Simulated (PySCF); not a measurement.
# Nuclear quadrupole coupling in `[AlH2-]1[Cl+][AlH2-][Cl+]1`

Species: Al₂Cl₂H₄.
Geometry (PBE0-D3(BJ)/def2-SVP, Å), atoms numbered from 1 in this order:
```
atom  x, y, z in Å
Al1    1.6143    0.3385   -0.0617
Cl2    0.0247   -0.3617   -1.5941
Al3   -1.6098   -0.3338    0.0494
Cl4   -0.0203    0.3665    1.5818
H5     2.5798   -0.8730    0.2286
H6     1.9958    1.8299   -0.3998
H7    -2.5754    0.8778   -0.2402
H8    -1.9911   -1.8254    0.3869
```

Field gradients from the PBE0/pcSseg-1 density (PySCF, non-relativistic), principal values in atomic units, ordered |Vxx| ≤ |Vyy| ≤ |Vzz|:

```
atom     Vxx     Vyy      Vzz
 Al1  0.2824  0.8052  -1.0875
 Cl2  0.4028  0.9098  -1.3126
 Al3  0.2824  0.8052  -1.0876
 Cl4  0.4029  0.9097  -1.3126
```

Problem. Find the asymmetry η = (Vxx − Vyy)/Vzz and the couplings χ = eQV/h (234.96 MHz × Q in barn × V in au), with Q(27Al) = 0.1466 b, Q(35Cl) = −0.0817 b.

Solution. 
```csv
atom,environment,nucleus,η,χzz (MHz),χxx (MHz),χyy (MHz)
Al1,aluminium bonded to 2 Cl and 2 H,27Al,0.48,-37.46,9.73,27.74
Cl2,chlorine bonded to 2 Al,35Cl,0.39,25.20,-7.73,-17.47
Al3,aluminium bonded to 2 Cl and 2 H,27Al,0.48,-37.46,9.73,27.73
Cl4,chlorine bonded to 2 Al,35Cl,0.39,25.20,-7.73,-17.46
```

Problem. What is Vzz at Cl4 in SI units (1 au = 9.71736 × 10²¹ V/m²)?

Solution. -1.3126 au = -12.755 × 10²¹ V/m².

Isolated species at its PBE0-D3(BJ)/def2-SVP geometry, gas phase. These gradients aren't converged with respect to the basis.
